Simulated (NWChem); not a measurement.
H$_{2}$O$_{2}$Si

```xyz
5

Si    -0.1560     0.6205     0.0000
O     -1.2066    -0.6914     0.0000
H     -0.7626    -1.5648     0.0000
O      1.3117    -0.2396     0.0000
H      2.1068     0.3249     0.0000
```
Charge 0, spin multiplicity 1.

The numbers come from NWChem runs, not from measurements. Structure: optimised with PBE/def2-SVP, a minimum by its harmonic frequencies. It is one conformer; others weren't searched.

Symmetry labels belong to the abelian group Cs used in the runs, with the axes of the coordinates shown.

B3LYP has NWChem's definition, with VWN1-RPA local correlation. The structure started from a generated list of species.

Task: List the lowest 6 singlet excitations that TD-B3LYP/def2-SVPD, VWN1-RPA local correlation gives, with oscillator strengths.

Result: 
```csv
state,symmetry,energy (eV),wavelength (nm),f
1,a",5.14,241,0.109
2,a',6.28,197,0.102
3,a',6.67,186,0.060
4,a',7.10,175,0.208
5,a",7.30,170,0.003
6,a',7.82,159,0.224
```
